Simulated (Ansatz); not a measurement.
System: C₂H₁₀N₂Si (charge 0, singlet). 
Coordinates optimised at B3LYP-D3(BJ)/def2-TZVP (Ansatz, a quantum-chemistry and plane-wave program):
SMILES: C[Si](C)(N)N
```xyz
15

Si    -0.0073     0.0079     0.0280
C      1.5422    -0.9237    -0.4729
C     -1.0226     0.3622    -1.5094
N     -0.7643    -0.9756     1.2235
N      0.2407     1.5413     0.7741
H      2.2035    -1.0776     0.3825
H      2.0987    -0.3676    -1.2310
H      1.3047    -1.9044    -0.8947
H     -1.9752     0.8310    -1.2534
H     -1.2385    -0.5618    -2.0508
H     -0.4943     1.0288    -2.1970
H     -0.6965    -1.9797     1.1949
H     -1.6047    -0.6725     1.6894
H      0.7287     1.6188     1.6522
H      0.3237     2.3824     0.2269
```

Property: atomisation energy (electronic, to ground-state atoms), in kJ/mol. Valence correlation only, unless marked. Open shells are spin-unrestricted. No spin-orbit coupling. Non-relativistic unless marked X2C. The coupled-cluster limit lacks core correlation, which all-electron functionals hold. Basis-set limits of correlation are two-point, X^-3; Hartree-Fock from the larger set.

```
level                                        program  atomisation energy (kJ/mol)
------------------------------------  --------------  ---------------------------
r2SCAN0-D4/def2-TZVPD                 Ansatz + dftd4                       5472.2
LC-wPBE-D3(BJ)/def2-TZVPD             Ansatz + dftd3                       5553.6
B2PLYP-D4/def2-TZVPD                  Ansatz + dftd4                   (withheld)
RPA@PBE/cc-pV(T+d)Z                           Ansatz                   (withheld)
RPA@PBE/cc-pV(Q+d)Z                           Ansatz                   (withheld)
SCS-MP2/aug-cc-pV(T+d)Z                       Ansatz                       5501.1
X2C-CCSD(T)/cc-pVTZ-DK                        Ansatz                       5378.7
CCSD(T)/CBS(cc-pV(T+d)Z,cc-pV(Q+d)Z)          Ansatz                   (withheld)
```

Q: Some entries are withheld; supply them.

A: 
- B2PLYP-D4/def2-TZVPD, atomisation energy (kJ/mol): 5496.9
- RPA@PBE/cc-pV(T+d)Z, atomisation energy (kJ/mol): 5224.0
- RPA@PBE/cc-pV(Q+d)Z, atomisation energy (kJ/mol): 5305.5
- CCSD(T)/CBS(cc-pV(T+d)Z,cc-pV(Q+d)Z), atomisation energy (kJ/mol): 5558.0
